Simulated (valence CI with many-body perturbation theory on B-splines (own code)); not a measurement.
**Hg LXXIV: E2, M1 decay**

Level of theory: configuration interaction combined with many-body perturbation theory (CI+MBPT): five valence electrons over a frozen Dirac-Fock core [He], radial functions for each j: 11 s, 11 p, 10 d, 8 f, 5 g, 2 h, with the one-electron correlation potential Σ1 (screened to all orders), the two-electron term Σ2, the three-electron term Σ3, Breit, model QED; selected single and double excitations, second order for the rest, scaled by the run's own slope (own B-spline code, finite nucleus).

The last digits are not significant, and no measured levels were compared; by estimate large intervals hold to a few tenths of a per cent, small ones and those within an open d or f shell to about a per cent. Among the levels kept, up to 7500 cm⁻¹ of a level comes from second order outside the variational space, and about a tenth of that is noise between levels of different J, which matters for small intervals.

Lines 1 to 50 of 120 in falling wavelength, among levels below 15994 eV, chosen from the decays that carry over 1 % of a level's rate. Wavelengths and rates use the calculated energies. Electric multipoles are in the length gauge, E1 and E2 with the static RPA response of the core. S is in atomic units (e²a₀⁴ for E2 and M2, e²a₀⁶ for E3), for M1 in squared Bohr magnetons. Weak lines are less certain than strong ones. Lines between different terms over intervals too small for the method are left out, as are lines whose strength nearly cancels.

Levels are named by their leading jj configuration (3d3/2^4 stands for four electrons in 3d with j = 3/2), which in mixed levels can hold well under half, so a name can repeat and another be missing. Letters in brackets count levels of one name in rising energy.

| λ vac (nm) | Upper | Lower | Type | A (s⁻¹) | S (a.u.) |
| --- | --- | --- | --- | --- | --- |
| 0.6189 | (2s^2 2p1/2 2p3/2^2) J=3/2 | (2s^2 2p1/2^2 2p3/2) J=3/2 | M1 | 7.33e+10 | 2.57e+00 |
| 0.6172 | (2s^2 2p3/2^3) J=3/2 | (2s^2 2p1/2 2p3/2^2) J=1/2 | M1 | 1.82e+10 | 6.35e-01 |
| 0.6133 | (2s^2 2p1/2 2p3/2 3p1/2) J=1/2 | (2s^2 2p1/2^2 3p1/2) J=1/2 | M1 | 4.99e+10 | 8.54e-01 |
| 0.6120 | (2s^2 2p3/2^2 3d5/2) J=9/2 | (2s^2 2p1/2 2p3/2 3d5/2) J=7/2 [b] | M1 | 1.78e+10 | 1.51e+00 |
| 0.6118 | (2s^2 2p1/2 2p3/2^2) J=5/2 | (2s^2 2p1/2^2 2p3/2) J=3/2 | M1 | 1.21e+10 | 6.17e-01 |
| 0.6118 | (2s^2 2p1/2 2p3/2^2) J=5/2 | (2s^2 2p1/2^2 2p3/2) J=3/2 | E2 | 6.32e+08 | 2.90e-05 |
| 0.6115 | (2s^2 2p1/2 2p3/2 3p1/2) J=3/2 [a] | (2s^2 2p1/2^2 3p1/2) J=1/2 | M1 | 3.72e+10 | 1.26e+00 |
| 0.6036 | (2s^2 2p3/2^2 3d5/2) J=9/2 | (2s^2 2p1/2 2p3/2 3d5/2) J=9/2 | M1 | 3.07e+10 | 2.50e+00 |
| 0.5992 | (2s^2 2p3/2^3) J=3/2 | (2s^2 2p1/2 2p3/2^2) J=5/2 | M1 | 1.98e+10 | 6.32e-01 |
| 0.5977 | (2s^2 2p3/2^2 3d5/2) J=9/2 | (2s^2 2p1/2 2p3/2 3d5/2) J=7/2 [a] | M1 | 2.64e+10 | 2.09e+00 |
| 0.5941 | (2s^2 2p1/2 2p3/2^2) J=1/2 | (2s^2 2p1/2^2 2p3/2) J=3/2 | M1 | 3.96e+10 | 6.15e-01 |
| 0.5941 | (2s^2 2p1/2 2p3/2^2) J=1/2 | (2s^2 2p1/2^2 2p3/2) J=3/2 | E2 | 5.25e+08 | 6.94e-06 |
| 0.5926 | (2s^2 2p3/2^3) J=3/2 | (2s^2 2p1/2 2p3/2^2) J=3/2 | M1 | 7.87e+10 | 2.43e+00 |
| 0.1198 | (2s^2 2p1/2 2p3/2 3p1/2) J=1/2 | (2s^2 2p1/2 2p3/2^2) J=1/2 | M1 | 4.10e+10 | 5.23e-03 |
| 0.1197 | (2s^2 2p1/2 2p3/2 3p1/2) J=3/2 [a] | (2s^2 2p1/2 2p3/2^2) J=1/2 | E2 | 4.34e+11 | 3.81e-06 |
| 0.1196 | (2s^2 2p1/2 2p3/2 3p1/2) J=5/2 | (2s^2 2p1/2 2p3/2^2) J=1/2 | E2 | 8.59e+11 | 1.12e-05 |
| 0.1191 | (2s^2 2p1/2 2p3/2 3p1/2) J=1/2 | (2s^2 2p1/2 2p3/2^2) J=5/2 | E2 | 9.13e+11 | 3.90e-06 |
| 0.1190 | (2s^2 2p1/2^2 3p1/2) J=1/2 | (2s^2 2p1/2^2 2p3/2) J=3/2 | E2 | 4.44e+12 | 1.90e-05 |
| 0.1190 | (2s^2 2p1/2^2 3p1/2) J=1/2 | (2s^2 2p1/2^2 2p3/2) J=3/2 | M1 | 1.25e+11 | 1.56e-02 |
| 0.1190 | (2s^2 2p1/2 2p3/2 3p1/2) J=3/2 [a] | (2s^2 2p1/2 2p3/2^2) J=5/2 | M1 | 7.54e+10 | 1.88e-02 |
| 0.1190 | (2s^2 2p1/2 2p3/2 3p1/2) J=3/2 [a] | (2s^2 2p1/2 2p3/2^2) J=5/2 | E2 | 3.99e+10 | 3.40e-07 |
| 0.1190 | (2s^2 2p1/2 2p3/2 3p1/2) J=3/2 [b] | (2s^2 2p1/2 2p3/2^2) J=1/2 | E2 | 4.19e+11 | 3.57e-06 |
| 0.1189 | (2s^2 2p1/2 2p3/2 3p1/2) J=5/2 | (2s^2 2p1/2 2p3/2^2) J=5/2 | E2 | 2.51e+12 | 3.20e-05 |
| 0.1189 | (2s^2 2p1/2 2p3/2 3p1/2) J=5/2 | (2s^2 2p1/2 2p3/2^2) J=5/2 | M1 | 5.97e+10 | 2.23e-02 |
| 0.1188 | (2s^2 2p1/2 2p3/2 3p1/2) J=1/2 | (2s^2 2p1/2 2p3/2^2) J=3/2 | E2 | 1.37e+12 | 5.80e-06 |
| 0.1188 | (2s^2 2p1/2 2p3/2 3p1/2) J=1/2 | (2s^2 2p1/2 2p3/2^2) J=3/2 | M1 | 1.07e+11 | 1.33e-02 |
| 0.1188 | (2s^2 2p3/2^2 3p1/2) J=3/2 | (2s^2 2p3/2^3) J=3/2 | E2 | 8.99e+11 | 7.59e-06 |
| 0.1188 | (2s^2 2p3/2^2 3p1/2) J=3/2 | (2s^2 2p3/2^3) J=3/2 | M1 | 1.25e+11 | 3.11e-02 |
| 0.1188 | (2s^2 2p1/2 2p3/2 3p1/2) J=3/2 [a] | (2s^2 2p1/2 2p3/2^2) J=3/2 | E2 | 2.68e+12 | 2.26e-05 |
| 0.1187 | (2s^2 2p3/2^2 3p1/2) J=5/2 | (2s^2 2p3/2^3) J=3/2 | E2 | 3.09e+12 | 3.91e-05 |
| 0.1186 | (2s^2 2p1/2 2p3/2 3p1/2) J=5/2 | (2s^2 2p1/2 2p3/2^2) J=3/2 | E2 | 6.28e+11 | 7.90e-06 |
| 0.1183 | (2s^2 2p1/2 2p3/2 3p1/2) J=3/2 [b] | (2s^2 2p1/2 2p3/2^2) J=5/2 | E2 | 2.47e+12 | 2.05e-05 |
| 0.1181 | (2s^2 2p1/2 2p3/2 3p1/2) J=3/2 [b] | (2s^2 2p1/2 2p3/2^2) J=3/2 | E2 | 2.04e+11 | 1.67e-06 |
| 0.1180 | (2s^2 2p3/2^2 3p1/2) J=1/2 | (2s^2 2p3/2^3) J=3/2 | E2 | 2.34e+12 | 9.54e-06 |
| 0.1180 | (2s^2 2p3/2^2 3p1/2) J=1/2 | (2s^2 2p3/2^3) J=3/2 | M1 | 6.55e+10 | 7.97e-03 |
| 0.1138 | (2s^2 2p3/2^2 3d5/2) J=9/2 | (2s 2p1/2 2p3/2^3) J=5/2 | E2 | 3.25e+10 | 5.55e-07 |
| 0.1132 | (2s 2p1/2 2p3/2^2 3p3/2) J=7/2 [a] | (2s 2p1/2 2p3/2^3) J=3/2 [a] | E2 | 6.39e+11 | 8.51e-06 |
| 0.1132 | (2s 2p1/2 2p3/2^2 3p3/2) J=9/2 | (2s 2p1/2 2p3/2^3) J=5/2 | E2 | 7.95e+11 | 1.32e-05 |
| 0.1128 | (2s 2p1/2 2p3/2^2 3p3/2) J=5/2 [d] | (2s 2p1/2 2p3/2^3) J=3/2 [b] | E2 | 1.03e+12 | 1.01e-05 |
| 0.1128 | (2s^2 2p1/2 2p3/2 3p3/2) J=3/2 [b] | (2s^2 2p1/2 2p3/2^2) J=1/2 | E2 | 8.26e+11 | 5.40e-06 |
| 0.1128 | (2s 2p1/2^2 2p3/2 3p3/2) J=7/2 | (2s 2p1/2^2 2p3/2^2) J=5/2 | E2 | 1.50e+12 | 1.96e-05 |
| 0.1128 | (2s^2 2p1/2 2p3/2 3p3/2) J=5/2 [b] | (2s^2 2p1/2 2p3/2^2) J=1/2 | E2 | 8.91e+11 | 8.70e-06 |
| 0.1127 | (2s 2p1/2^2 2p3/2 3p3/2) J=1/2 [b] | (2s 2p1/2^2 2p3/2^2) J=3/2 | E2 | 2.70e+12 | 8.78e-06 |
| 0.1126 | (2s^2 2p1/2 2p3/2 3p3/2) J=5/2 [a] | (2s^2 2p1/2 2p3/2^2) J=5/2 | E2 | 3.52e+11 | 3.41e-06 |
| 0.1126 | (2s^2 2p3/2^2 3p3/2) J=7/2 | (2s^2 2p3/2^3) J=3/2 | E2 | 8.70e+11 | 1.12e-05 |
| 0.1126 | (2s^2 2p3/2^2 3p3/2) J=5/2 | (2s^2 2p3/2^3) J=3/2 | E2 | 9.32e+11 | 9.03e-06 |
| 0.1126 | (2s^2 2p1/2 2p3/2 3p3/2) J=1/2 [a] | (2s^2 2p1/2 2p3/2^2) J=5/2 | E2 | 3.79e+11 | 1.22e-06 |
| 0.1126 | (2s^2 2p3/2^2 3p3/2) J=1/2 | (2s^2 2p3/2^3) J=3/2 | E2 | 8.25e+11 | 2.66e-06 |
| 0.1125 | (2s^2 2p1/2 2p3/2 3p3/2) J=3/2 [a] | (2s^2 2p1/2 2p3/2^2) J=5/2 | E2 | 1.11e+12 | 7.17e-06 |
| 0.1125 | (2s^2 2p1/2^2 3p3/2) J=3/2 | (2s^2 2p1/2^2 2p3/2) J=3/2 | E2 | 2.23e+12 | 1.44e-05 |
